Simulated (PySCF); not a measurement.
Radial density of Ca⁹⁺ (calcium, charge +9)

r2SCANh, [Ne] 3s1, 2S determinant. All numbers are calculated (PySCF 2.14, the spin-free X2C one-electron Hamiltonian (Gaussian nucleus), in an uncontracted even-tempered set (19 s from 0.4 bohr⁻², ratio 2.5; 12 p from 0.52 bohr⁻², ratio 2.5; 5 d from 2.4 bohr⁻², ratio 2.7; 4 f from 3.5 bohr⁻², ratio 2.7)).

```
r (bohr)  4πr²ρ (e/bohr)  4πr²(ρα − ρβ)
 0.00150          0.1776         0.0013
 0.00253          0.4612         0.0035
 0.00425           1.168         0.0088
 0.00715           2.836         0.0212
  0.0120           6.394         0.0473
  0.0202           12.71         0.0908
  0.0340           20.40         0.1306
  0.0572           23.31         0.0967
  0.0963           18.01        -0.0012
   0.162           18.22         0.1845
   0.272           23.66         0.3835
   0.458           11.18        -0.0037
   0.771           2.096         1.1630
    1.30          0.6719         0.6678
    2.18         0.01145         0.0114
```

Densities and radii are taken from the X2C orbitals without a picture-change correction, which distorts them close to the nucleus.

(1) Where is the radial spin density 4πr²(ρα − ρβ) most negative, and why is it negative at all?

Results:

(1) Around r = 0.458 bohr, down to -0.0037 e/bohr: exchange with the open shell polarises the paired shells in an unrestricted calculation.
